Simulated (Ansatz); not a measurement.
Consider the atomization: `O[SiH2]S[SiH](F)F` → 2 F• + 4 H• + O• + S• + 2 Si•.

Program: Ansatz. Geometries: PBE0-D4/def2-TZVP. ΔE: electronic, gas phase. CCSD(T)/CBS adds triple-zeta CCSD(T) − MP2 to the extrapolated MP2 energy (def2 sets, frozen cores). This one scheme is used for every species, atoms too. For atomizations the MP2-based limit and the directly extrapolated one differ by several kJ/mol either way, and by 10 to 25 for some Ge, Se and Sn compounds, so smaller differences from it don't rank the levels. Functionals use def2-TZVPP. B3LYP here is the variant with VWN-RPA as its local correlation; programs differ in this. Open shells (•) are unrestricted, without spin–orbit coupling. Spin–orbit coupling would lower the free atoms: a little for F, O, S, Si. Each species was taken in one conformer, which may not be the lowest.

`O[SiH2]S[SiH](F)F`:

Cartesian coordinates in Å:
```
O -1.163 -0.620 1.763
Si -0.223 -1.287 0.600
S -0.537 -0.404 -1.333
Si 0.615 1.332 -1.023
F 2.114 1.100 -1.481
F 0.031 2.473 -1.953
H -2.111 -0.597 1.624
H 1.167 -1.067 1.051
H -0.525 -2.720 0.377
H 0.632 1.791 0.375
```

```csv
level,ΔE (kJ/mol)
PBE-D4,3755.8
B3LYP-D4,3703.5
ωB97M-V,3752.6
B2PLYP,3682.2
PBE,3728.2
PBE0,3661.8
CCSD(T)/def2-TZVPP,3636.0
SCS-MP2/def2-QZVPP,3787.4
```

Task: What does CCSD(T)/CBS give? (An estimate is asked.)

Result: The calculation gave: +3763.6 kJ/mol. The listed levels differ from it by -7.8, -60.1, -11.0, -81.4, -35.4, -101.8, -127.6, 23.8 kJ/mol.

Largest T1 diagnostic among the species: 0.012.

From PBE to PBE0 (25 % exact exchange), in def2-TZVPP and without D4, ΔE moves by −66.4 kJ/mol: exact exchange takes away binding that semilocal exchange gives to molecules. In def2-TZVPP, CCSD(T) changes the Hartree–Fock value by +898.5 kJ/mol (the triples alone add +57.7 kJ/mol) and MP2 by +1008.4 kJ/mol; breaking electron pairs costs correlation energy, which Hartree–Fock lacks. The D4 term adds +45.0 kJ/mol with B3LYP and +23.6 kJ/mol with PBE0; it sums over pairs of atoms, weighted by their polarisabilities, and B3LYP, whose exchange is more repulsive, gets the larger term.
